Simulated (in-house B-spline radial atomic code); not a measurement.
Configurations of Eu³⁺, with energies counted from [Xe] (4f5/2)6. Method: Dirac-Hartree-Fock, average of each configuration as written, Fermi nucleus of rms radius 5.1115 fm. Calculated with a radial B-spline atomic code at the basis-set limit. Energies include first-order Breit, QED and recoil terms.

Occupations are held fixed; configurations that lie above the ionisation limit could autoionise.

```
                                             configuration  E - E(ref) (eV)  highest orbital  its <r> (bohr)
                                    [Xe] (4f5/2)3 (4f7/2)3           6.2703            4f7/2          0.8568
                                    [Xe] (4f5/2)1 (4f7/2)5           6.4812            4f5/2          0.8501
                                    [Xe] (4f5/2)2 (4f7/2)4           6.7736            4f7/2          0.8543
                                    [Xe] (4f5/2)5 (6f7/2)1           31.923            6f7/2           7.961
                           [Xe] (4f5/2)3 (4f7/2)2 (8d3/2)1            38.55            8d3/2           12.27
                                    [Xe] (4f7/2)5 (9p1/2)1           39.391            9p1/2           14.26
[Kr] 4d10 (4f5/2)1 (4f7/2)5 5s2 (5p1/2)1 (5p3/2)4 (9p3/2)1           59.867            9p3/2           14.54
 [Kr] (4d3/2)4 (4d5/2)5 (4f5/2)4 (4f7/2)2 5s2 5p6 (7g7/2)1           176.77            7g7/2            15.8
 [Kr] (4d3/2)4 (4d5/2)5 (4f5/2)1 (4f7/2)5 5s2 5p6 (5g9/2)1           177.86            5g9/2           6.841
```

Order these further configurations by energy, lowest first.
A. [Kr] (4d3/2)4 (4d5/2)5 (4f5/2)6 5s2 5p6 7s1
B. [Xe] (4f7/2)5 (5f5/2)1
C. [Kr] 4d10 (4f5/2)6 5s2 (5p1/2)2 (5p3/2)3 8s1
D. [Kr] 4d10 (4f5/2)6 5s2 (5p1/2)2 (5p3/2)3 (8f5/2)1
E. [Xe] (4f5/2)2 (4f7/2)3 6s1

E (18.788 eV), B (31.6 eV), C (45.54 eV), D (50.102 eV), A (158.95 eV).

How far above the reference does [Kr] 4d10 (4f7/2)6 5s2 (5p1/2)1 (5p3/2)4 (7f5/2)1 lie?

58.151 eV; its least bound orbital is 7f5/2 with <r> = 12.21 bohr.

How far above the reference does [Xe] (4f7/2)5 (9f5/2)1 lie?

41.667 eV; its least bound orbital is 9f5/2 with <r> = 22.62 bohr.

How far above the reference does [Kr] 4d10 (4f5/2)4 (4f7/2)2 5s2 (5p1/2)1 (5p3/2)4 (7d3/2)1 lie?

55.346 eV; its least bound orbital is 7d3/2 with <r> = 8.301 bohr.
